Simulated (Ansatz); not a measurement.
Born–Oppenheimer molecular dynamics of C$_{2}$H$_{9}$FO$_{2}$Si$_{2}$ (16 atoms, charge 0, multiplicity 1). It starts from a relaxed structure.

The calculation used RHF/6-31G in Ansatz 0.2.0.

| Quantity | Value |
| --- | --- |
| ensemble | NVE (velocity Verlet) |
| time step | 0.5 fs |
| steps asked | 150 |
| starting velocities drawn for | 300 K |
| masses | H 3.016 u |
| seed | 718519 |

Frames 2.5 fs apart, positions in Å.

Velocities at 45.0 fs (Å/ps):

```
Si 0.20 6.65 -0.29
F -2.53 -1.22 2.27
O 2.62 2.28 1.29
C -0.63 -0.60 0.34
H -2.23 -1.86 -10.82
H -4.88 -2.00 -14.29
H 6.91 -8.27 -5.62
Si 0.22 -3.93 0.17
H 3.18 4.74 -11.47
H 2.78 2.98 4.52
H 2.55 2.68 1.12
O 0.11 -0.44 2.36
C -2.07 -2.51 1.50
H -7.58 -4.50 -2.52
H 10.25 -13.95 -6.85
H -2.76 5.20 6.02
```

```xyz
16
Properties=species:S:1:pos:R:3 time_fs=45.0 energy_less_start_eV=0.228 T=175
Si -0.193 0.047 0.044
F 0.078 -0.008 1.740
O 1.278 -0.213 -0.674
C 2.294 -1.196 -0.851
H 1.850 -2.139 -1.141
H 2.963 -0.768 -1.566
H 2.871 -1.374 0.082
Si -0.996 2.082 -0.827
H -2.387 2.335 -0.324
H -0.059 3.132 -0.559
H -0.882 1.893 -2.293
O -1.270 -1.182 -0.241
C -1.526 -2.528 0.099
H -1.808 -2.593 1.139
H -2.349 -2.916 -0.480
H -0.609 -3.076 -0.080
16
Properties=species:S:1:pos:R:3 time_fs=47.5 energy_less_start_eV=0.182 T=200
Si -0.192 0.064 0.044
F 0.071 -0.011 1.744
O 1.286 -0.208 -0.671
C 2.294 -1.197 -0.848
H 1.847 -2.142 -1.171
H 2.952 -0.777 -1.605
H 2.881 -1.391 0.062
Si -0.996 2.071 -0.827
H -2.377 2.347 -0.354
H -0.048 3.147 -0.542
H -0.880 1.898 -2.292
O -1.270 -1.182 -0.236
C -1.530 -2.535 0.104
H -1.825 -2.605 1.135
H -2.322 -2.949 -0.500
H -0.618 -3.069 -0.064
16
Properties=species:S:1:pos:R:3 time_fs=50.0 energy_less_start_eV=0.189 T=196
Si -0.192 0.079 0.046
F 0.065 -0.013 1.745
O 1.293 -0.203 -0.666
C 2.295 -1.199 -0.845
H 1.849 -2.137 -1.202
H 2.939 -0.797 -1.641
H 2.881 -1.401 0.036
Si -0.996 2.060 -0.827
H -2.367 2.362 -0.386
H -0.032 3.172 -0.517
H -0.884 1.901 -2.295
O -1.273 -1.181 -0.231
C -1.533 -2.540 0.109
H -1.842 -2.618 1.135
H -2.293 -2.975 -0.526
H -0.624 -3.075 -0.046
16
Properties=species:S:1:pos:R:3 time_fs=52.5 energy_less_start_eV=0.231 T=173
Si -0.191 0.092 0.051
F 0.057 -0.014 1.742
O 1.300 -0.198 -0.660
C 2.296 -1.201 -0.849
H 1.853 -2.123 -1.230
H 2.922 -0.826 -1.666
H 2.878 -1.406 0.015
Si -0.994 2.049 -0.827
H -2.361 2.377 -0.416
H -0.021 3.193 -0.488
H -0.893 1.902 -2.302
O -1.276 -1.177 -0.228
C -1.535 -2.545 0.114
H -1.859 -2.630 1.140
H -2.266 -2.992 -0.553
H -0.623 -3.094 -0.027
16
Properties=species:S:1:pos:R:3 time_fs=55.0 energy_less_start_eV=0.261 T=156
Si -0.190 0.101 0.058
F 0.050 -0.015 1.737
O 1.306 -0.194 -0.651
C 2.297 -1.202 -0.863
H 1.856 -2.106 -1.249
H 2.906 -0.858 -1.678
H 2.878 -1.408 0.007
Si -0.990 2.041 -0.828
H -2.362 2.393 -0.443
H -0.022 3.203 -0.458
H -0.906 1.900 -2.309
O -1.280 -1.173 -0.225
C -1.534 -2.549 0.118
H -1.877 -2.640 1.144
H -2.239 -2.996 -0.578
H -0.617 -3.119 -0.003
16
Properties=species:S:1:pos:R:3 time_fs=57.5 energy_less_start_eV=0.278 T=147
Si -0.189 0.105 0.066
F 0.042 -0.014 1.730
O 1.312 -0.189 -0.642
C 2.294 -1.203 -0.882
H 1.851 -2.095 -1.262
H 2.898 -0.883 -1.687
H 2.881 -1.408 0.008
Si -0.984 2.037 -0.829
H -2.369 2.408 -0.465
H -0.036 3.197 -0.431
H -0.920 1.896 -2.316
O -1.285 -1.168 -0.222
C -1.529 -2.553 0.121
H -1.896 -2.648 1.143
H -2.215 -2.988 -0.599
H -0.610 -3.144 0.026
16
Properties=species:S:1:pos:R:3 time_fs=60.0 energy_less_start_eV=0.255 T=159
Si -0.187 0.104 0.074
F 0.034 -0.012 1.723
O 1.317 -0.185 -0.632
C 2.290 -1.202 -0.900
H 1.834 -2.096 -1.268
H 2.907 -0.893 -1.702
H 2.880 -1.405 0.006
Si -0.977 2.036 -0.832
H -2.379 2.420 -0.483
H -0.063 3.176 -0.407
H -0.933 1.889 -2.320
O -1.289 -1.163 -0.219
C -1.521 -2.557 0.123
H -1.916 -2.652 1.133
H -2.195 -2.970 -0.615
H -0.607 -3.161 0.058
16
Properties=species:S:1:pos:R:3 time_fs=62.5 energy_less_start_eV=0.223 T=177
Si -0.184 0.097 0.081
F 0.027 -0.009 1.717
O 1.320 -0.180 -0.622
C 2.284 -1.202 -0.914
H 1.806 -2.108 -1.268
H 2.928 -0.889 -1.722
H 2.873 -1.400 -0.009
Si -0.971 2.039 -0.835
H -2.386 2.427 -0.498
H -0.095 3.147 -0.387
H -0.945 1.881 -2.321
O -1.292 -1.159 -0.215
C -1.509 -2.561 0.124
H -1.936 -2.651 1.116
H -2.179 -2.946 -0.626
H -0.607 -3.166 0.093
16
Properties=species:S:1:pos:R:3 time_fs=65.0 energy_less_start_eV=0.255 T=159
Si -0.182 0.087 0.086
F 0.021 -0.005 1.714
O 1.324 -0.176 -0.612
C 2.279 -1.202 -0.925
H 1.775 -2.121 -1.261
H 2.948 -0.874 -1.738
H 2.860 -1.395 -0.034
Si -0.965 2.043 -0.839
H -2.388 2.428 -0.508
H -0.124 3.121 -0.369
H -0.952 1.873 -2.319
O -1.293 -1.158 -0.211
C -1.496 -2.561 0.124
H -1.957 -2.647 1.095
H -2.166 -2.921 -0.635
H -0.603 -3.163 0.127
16
Properties=species:S:1:pos:R:3 time_fs=67.5 energy_less_start_eV=0.297 T=136
Si -0.181 0.073 0.089
F 0.015 -0.001 1.714
O 1.327 -0.173 -0.604
C 2.272 -1.203 -0.938
H 1.747 -2.123 -1.249
H 2.956 -0.858 -1.742
H 2.849 -1.393 -0.062
Si -0.962 2.048 -0.843
H -2.384 2.423 -0.515
H -0.141 3.108 -0.349
H -0.954 1.865 -2.316
O -1.292 -1.159 -0.206
C -1.486 -2.557 0.123
H -1.980 -2.639 1.075
H -2.156 -2.900 -0.643
H -0.592 -3.154 0.158
16
Properties=species:S:1:pos:R:3 time_fs=70.0 energy_less_start_eV=0.276 T=148
Si -0.180 0.059 0.088
F 0.011 0.004 1.719
O 1.331 -0.171 -0.597
C 2.265 -1.204 -0.953
H 1.728 -2.113 -1.235
H 2.946 -0.845 -1.732
H 2.846 -1.398 -0.084
Si -0.962 2.051 -0.848
H -2.374 2.411 -0.519
H -0.141 3.114 -0.326
H -0.950 1.858 -2.315
O -1.289 -1.161 -0.200
C -1.479 -2.549 0.121
H -2.003 -2.628 1.059
H -2.144 -2.887 -0.653
H -0.573 -3.140 0.183
16
Properties=species:S:1:pos:R:3 time_fs=72.5 energy_less_start_eV=0.252 T=161
Si -0.180 0.044 0.085
F 0.007 0.010 1.728
O 1.335 -0.170 -0.592
C 2.256 -1.203 -0.967
H 1.715 -2.095 -1.225
H 2.921 -0.834 -1.718
H 2.852 -1.409 -0.095
Si -0.964 2.054 -0.853
H -2.365 2.394 -0.519
H -0.127 3.135 -0.303
H -0.940 1.853 -2.317
O -1.283 -1.166 -0.195
C -1.477 -2.538 0.118
H -2.026 -2.616 1.047
H -2.129 -2.885 -0.664
H -0.553 -3.120 0.204
```

Of the whole run (75 fs, mean temperature of the second half 165 K): The conserved energy stayed within 0.039 meV per atom of its start (net change 0.032 meV per atom), so the integration is sound. The temperature averaged 0.55 of the 300 K drawn at the start: a run that starts near a minimum puts about half its kinetic energy into the potential. A run of 0.075 ps of so small a system gives no equilibrium averages. Limits of this set-up: no polarisation functions.

The run took 7.4 min on 1 thread of Arm Neoverse V2, with other jobs on the host, peak memory 0.21 GiB.
